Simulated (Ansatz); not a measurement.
Gas-phase reaction in SMILES: C[C@@H]1CC[C@H](C)C1 -> C[C@@H]1[CH][C@H](C)CC1 + H atom (the C-H bond at the site shown breaks; other sites are not compared here)
Each molecule is optimised on its own at B3LYP-D3(BJ)/def2-TZVP (Ansatz, a first-principles code), one conformer each, not searched for the lowest. Frequencies are from Ansatz.
Geometry of the first species:
SMILES: C[C@@H]1CC[C@H](C)C1
```xyz
21

C     -2.4987    -0.2215    -0.7192
C     -1.2281    -0.2950     0.1148
C     -0.7856     1.0596     0.7109
C      0.7580     0.9988     0.8234
C      1.1767    -0.3852     0.2781
C      2.5492    -0.4045    -0.3787
C      0.0152    -0.7680    -0.6434
H     -2.7713    -1.2007    -1.1193
H     -2.3656     0.4602    -1.5638
H     -3.3422     0.1427    -0.1281
H     -1.3959    -0.9952     0.9413
H     -1.2701     1.2543     1.6687
H     -1.0856     1.8675     0.0388
H      1.1110     1.1503     1.8444
H      1.2146     1.7837     0.2153
H      1.1821    -1.0953     1.1129
H      3.3304    -0.1029     0.3229
H      2.5796     0.2850    -1.2268
H      2.8012    -1.4010    -0.7485
H      0.0997    -0.2201    -1.5902
H     -0.0082    -1.8333    -0.8833
```

Wanted: bond dissociation energy (0 K, with B3LYP-D3(BJ) harmonic zero-point energies), in kJ/mol. Correlated levels leave the core frozen unless marked. Open shells are spin-unrestricted. No spin-orbit coupling. Non-relativistic. CBS marks a two-point X^-3 extrapolation of the correlation energy; Hartree-Fock from the larger set. [CCSD(T)-MP2]/basis is that difference in the basis named.

```
level                                              program  bond dissociation energy (kJ/mol)
-------------------------------------------------  -------  ---------------------------------
BLYP/def2-TZVPD                                     Ansatz                              378.3
B97M-V/def2-TZVPD                                   Ansatz                              387.9
HSE06/def2-TZVPD                                    Ansatz                              380.7
RI-MP2/cc-pVQZ                                      Ansatz                              401.9
CCSD(T)/cc-pVDZ                                     Ansatz                              385.2
CCSD(T)/cc-pVTZ                                     Ansatz                              397.7
RI-MP2/CBS(cc-pVTZ,cc-pVQZ)+[CCSD(T)-MP2]/cc-pVTZ   Ansatz                              403.9
```
